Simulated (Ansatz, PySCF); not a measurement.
Gas-phase reaction in SMILES: CC[O][GeH3] [ethoxygermane] -> [CH2]C[O][GeH3] + H atom (the C-H bond at the site shown breaks; other sites are not compared here)
Each molecule is optimised on its own at B3LYP-D3(BJ)/def2-TZVP (Ansatz, a quantum-chemistry and plane-wave program), one conformer each, not searched for the lowest.

Wanted: bond dissociation energy (enthalpy at 298 K, with B3LYP-D3(BJ) rigid-rotor harmonic-oscillator terms from PySCF), in kJ/mol. Correlated levels leave the core frozen unless marked. Open shells are spin-unrestricted. No spin-orbit coupling. The frozen core is the preceding noble-gas configuration, with the filled d and f shells of earlier blocks. Non-relativistic. Basis-set limits of correlation are two-point, X^-3; Hartree-Fock from the larger set.

| level | program | bond dissociation energy (kJ/mol) |
|---|---|---|
| HF/aug-cc-pVDZ | Ansatz | 317.0 |
| HF/aug-cc-pVTZ | Ansatz | 319.1 |

Question: Predict the CCSD(T)/CBS(cc-pVTZ,cc-pVQZ) result (Ansatz).

Answer: 429.7 kJ/mol, so HF/aug-cc-pVTZ differs from it by -110.6 kJ/mol.
